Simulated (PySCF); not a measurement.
Relaxation of singlet NbO₃⁻

All numbers come from PBE0 in PySCF with Nb def2-TZVPD with ECP28, O def2-TZVPD; scalar-relativistic core potentials, no spin–orbit coupling; density-fitted integrals. A (50,194) grid was used.

A hand-made trigonal planar start, of D3h symmetry, held to at least that symmetry:

```xyz
4
charge -1 multiplicity 1, angstrom
Nb    0.0000    0.0000    0.0000
O     1.8200    0.0000    0.0000
O    -0.9100    1.5762    0.0000
O    -0.9100   -1.5762    0.0000
```

(1) What forces act on the atoms at the start (eV/Å)?

(2) What does it relax to?

(3) How much energy is released, and in how many steps?

Results:

(1) 
| atom | Fx | Fy | Fz |
| --- | --- | --- | --- |
| Nb1 | -0.02 | 0.00 | 0.00 |
| O2 | -1.58 | 0.00 | 0.00 |
| O3 | 0.80 | -1.37 | 0.00 |
| O4 | 0.80 | 1.37 | 0.00 |

(2) It ends at D3h with Nb–O 1.784 Å (×3); O–Nb–O 120.0° (×3). A frequency run shows 1 imaginary mode, down to 101i cm⁻¹, so it is a saddle point. Other isomers or separated fragments may lie lower.

(3) 8.5 kJ/mol in 3 steps.
